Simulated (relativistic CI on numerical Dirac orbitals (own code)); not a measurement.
Calculated at this level of theory: Dirac-Coulomb-Breit CI, separate exchange-only KLI orbitals for each configuration, model QED, unscaled Slater integrals (own radial code, finite nucleus).

The strongest absorption lines from the ground level of an ion, among the configurations computed and to levels below about 172 eV (vacuum wavelength in nm, gf): 8.4458 (0.12), 8.5370 (0.3), 8.9591 (0.26), 8.9691 (0.33), 9.0163 (0.089), 13.512 (0.069), 52.978 (1.1), 57.535 (0.51).

(1) Which ion is it?
A. Mo13+
B. Sr11+
C. Sr9+
D. Se5+

Answers

(1) C. Sr9+ has 29 electrons and the ground level 3d10.4s 2S_1/2; the strongest line goes to 3d10.4p 2P°_3/2. The pattern of lines fixes the number of electrons, and along that sequence the line energies rise steadily with the charge (about as its square where n changes within one kind of shell, about linearly where n is kept but much faster in heavy ions where fine structure, which grows about as Z⁴, sets the gap, and irregularly where shells cross), which fixes Z. Configurations outside the model, such as inner-shell arrays, can give stronger lines. At this charge energies of transitions that change n are usually good to better than 1 %, and those within a shell (Δn = 0) to a few per cent.

LS names give the leading component of a level, which can be under half, so a name can repeat, a term be missing and a line seem to break the LS rules.
